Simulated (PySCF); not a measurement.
ClH6NSi3, SMILES Cl[SiH]1[SiH2]N[SiH2]1.

Geometry: PBE0-D3(BJ)/def2-SVP. The structure was generated by enumeration, and PubChem lists no compound with its InChIKey, so it may never have been made.

All values below come from TDDFT-PBE/def2-SVPD run with PySCF.

Vertical excitations.  State labels are in the subgroup Cs.

| state | symmetry | energy (eV) | λ (nm) | f | main pairs |
|---|---|---|---|---|---|
| S1 | A" | 4.63 | 268 | 0.003 | HOMO→LUMO 99 % |
| S2 | A' | 4.69 | 264 | 0.001 | HOMO−1→LUMO 92 % |
| S3 | A' | 4.90 | 253 | 0.002 | HOMO−1→LUMO+1 92 % |
| S4 | A" | 4.96 | 250 | 0.071 | HOMO→LUMO+1 97 % |
| S5 | A' | 5.60 | 221 | 0.003 | HOMO−2→LUMO 95 % |
| S6 | A" | 5.67 | 219 | 0.000 | HOMO−1→LUMO+2 100 % |
| S7 | A' | 5.84 | 212 | 0.001 | HOMO−2→LUMO+1 91 % |
| S8 | A' | 5.86 | 211 | 0.003 | HOMO−1→LUMO+3 98 % |
| S9 | A" | 5.89 | 211 | 0.002 | HOMO→LUMO+3 97 % |
| S10 | A' | 6.04 | 205 | 0.154 | HOMO→LUMO+2 86 % |
| T1 | A" | 4.12 | 301 | 0 | HOMO→LUMO 99 % |
| T2 | A' | 4.37 | 284 | 0 | HOMO−1→LUMO 100 % |
| T3 | A" | 4.42 | 280 | 0 | HOMO→LUMO+1 99 % |
| T4 | A' | 4.64 | 267 | 0 | HOMO−1→LUMO+1 100 % |
Triplets are in the Tamm–Dancoff approximation, which puts them higher than full response would, so one can lie above its singlet here.
